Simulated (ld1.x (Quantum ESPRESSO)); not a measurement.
**selenium (Se): excitation energies, all-electron against TM**

ld1.x (Quantum ESPRESSO) 7.5 input, shortened:

```
&input
   title='Se', zed=34., rel=1, dft='PBESOL', iswitch=3,
   config='[Ar] 3d10 4s2 4p4'
 /
 &inputp
   pseudotype=2, tm=.true., lloc=-1, rcloc=1.65,
   nlcc=.false.
 /
3
4S  1  0   2.00   0.00  1.65  1.65  0.0
4P  2  1   4.00   0.00  1.60  1.60  0.0
3D  3  2  10.00   0.00  0.60  0.60  0.0
 &test
   configts(1)='3d10 4s2 4p4'
 /
```

Energies are relative to the spin-unpolarised reference configuration 3d10 4s2 4p4; without spin polarisation the order of configurations can differ from experiment.

```
valence configuration  charge  ΔE all-electron (eV)  error AE − PS (meV)
         3d10 4s2 4p3      +1                10.850                 +0.7
         3d10 4s2 4p2      +2                31.217                 +8.1
         3d10 4s2 4p1      +3                62.118                  +25
       3d10 4s2 4p4.3    -0.3                -1.592                 +0.4
         3d10 4s1 4p5       0                10.888                 -1.1
         3d10 4s1 4p4      +1                22.393                 +5.2
```

What are ΔE and the potential's error for 3d10 4s2 4p0?

ΔE = 104.328 eV all-electron; the error (AE − PS) is +49 meV.

Levels in the configuration 3d10 4s2 4p4.3:

```json
{"level": "3d", "all-electron (eV)": "-50.386", "pseudo (eV)": "-50.404"}
{"level": "4s", "all-electron (eV)": "-14.727", "pseudo (eV)": "-14.729"}
{"level": "4p", "all-electron (eV)": "-4.131", "pseudo (eV)": "-4.132"}
```

ld1.x printed “convergence not achieved” for 7 of the counted tests; their residual had stalled under 1e-8, short of the target of 1e-14.

A Bessel basis up to 400 Ry misses an occupied level by 0.04 Ry, so cutoffs and ghosts were not judged.
